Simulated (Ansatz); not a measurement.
Gas-phase electronic energies from Ansatz, PBE0-D4/def2-TZVP geometries. CBS: MP2 limit from def2 TZ/QZ plus the TZ coupled-cluster correction, frozen cores. This one scheme is used for every species. DFT in def2-TZVPP. One conformer a species, not always the lowest.

`C[SiH](N)CS` + CH₃OH → `CO[SiH](C)N` + CH₃SH  (ligand exchange at the Si–C bond)

`C[SiH](N)CS`:

Z-matrix (Å, degrees):
```
C
Si 1 1.861
H 1 1.092 2 110.6
H 1 1.093 2 110.5 3 119.6
H 1 1.093 2 111.3 3 -120.9
N 2 1.727 1 108.0 3 61.0
C 2 1.879 1 111.7 3 -57.4
H 2 1.497 1 109.9 3 -175.1
H 6 1.008 2 120.4 1 171.5
H 6 1.007 2 119.1 1 29.4
S 7 1.812 2 111.9 1 62.9
H 7 1.093 2 111.6 1 -172.7
H 7 1.093 2 108.8 1 -54.8
H 11 1.346 7 96.2 2 36.4
```

CH₃OH:

Cartesian coordinates in Å:
```
C 0.177 -0.058 0.303
O -0.754 -0.312 -0.723
H 0.092 -0.873 1.022
H -0.027 0.883 0.830
H 1.210 -0.036 -0.066
H -0.698 0.396 -1.367
```

`CO[SiH](C)N`:

Z-matrix (Å, degrees):
```
C
O 1 1.405
H 1 1.092 2 108.6
H 1 1.097 2 111.6 3 -119.1
H 1 1.097 2 111.7 3 119.3
Si 2 1.650 1 123.3 3 -170.9
N 6 1.710 2 114.4 1 58.8
C 6 1.863 2 110.9 1 -62.1
H 6 1.482 2 102.2 1 177.2
H 7 1.006 6 123.2 2 64.0
H 7 1.005 6 122.6 2 -98.8
H 8 1.092 6 110.6 2 -51.5
H 8 1.094 6 111.5 2 68.3
H 8 1.092 6 110.8 2 -171.5
```

CH₃SH:

```xyz
6

C     0.354    0.336   -0.057
S    -0.922   -0.562    0.852
H     1.156   -0.327   -0.381
H     0.767    1.065    0.640
H    -0.063    0.869   -0.910
H    -1.292   -1.380   -0.145
```

| level | ΔE (kcal/mol) |
| --- | --- |
| PBE0-D4 | -23.5 |
| r2SCAN | -25.7 |

Task: What does CCSD(T)/CBS give? (An estimate is asked.)

Result: The calculation gave: -25.3 kcal/mol. The listed levels differ from it by 1.8, -0.4 kcal/mol.

Largest T1 diagnostic among the species: 0.010.

From PBE to PBE0 (25 % exact exchange), in def2-TZVPP and without D4, ΔE moves by −0.8 kcal/mol. The D4 term adds +1.5 kcal/mol with B3LYP and +0.8 kcal/mol with PBE0; it sums over pairs of atoms, weighted by their polarisabilities, and B3LYP, whose exchange is more repulsive, gets the larger term. In def2-TZVPP, CCSD(T) changes the Hartree–Fock value by +5.4 kcal/mol (the triples alone add +0.8 kcal/mol) and MP2 by +5.6 kcal/mol.

B3LYP here is the variant with VWN-RPA as its local correlation; programs differ in this.
